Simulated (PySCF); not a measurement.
Level of theory: PBE-D3(BJ)/def2-TZVP // TPSS-D3(BJ)/def2-SVP run with PySCF 2.14.0. Gas-phase values, no solvent. 

Reference species: [Ti(Cl)4] (neutral, multiplicity 1).

| Quantity | Result |
|---|---|
| HOMO | -8.26 eV |
| mean distance from the central atom to its bonded neighbours | 2.173 Å |
| HOMO–LUMO gap | 3.64 eV |

After one change: the HOMO decreases by 0.45 eV; the mean distance from the central atom to its bonded neighbours drops by 0.321 Å; the HOMO–LUMO gap goes up by 0.77 eV.

Which change was made? The new species is one of these.
A. [Ti(F)4]
B. [Ti(Cl)2(F)2]
C. [Ti(Cl)(F)3]
D. [Ti(Cl)3(F)]

C, [Ti(Cl)(F)3]
